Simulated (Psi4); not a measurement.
Psi4 input (wB97X-D/6-31G*):

```
memory 1500 MB

molecule {
0 2
C     1.70161440   -0.25838259    0.02280429
C     0.66537847    0.51635584    0.01308827
Cl   -0.99344440   -0.10901309   -0.01506937
H     1.99597846   -1.29178882    0.02006940
H     0.69061921    1.59717185    0.02075454
symmetry c1
no_reorient
no_com
}

set {
  basis 6-31G*
  reference uks
  scf_type pk
  dft_radial_points 99
  dft_spherical_points 590
  e_convergence 1e-8
  d_convergence 1e-7
  maxiter 150
}

e = energy('wb97x-d')
print_out(f'\nFINAL {e:.10f} DIPOLE {variable("CURRENT DIPOLE")[0]:.6f} {variable("CURRENT DIPOLE")[1]:.6f} {variable("CURRENT DIPOLE")[2]:.6f}\n')
```

Problem. Predict the final energy.

Solution. -537.44912 Eh.
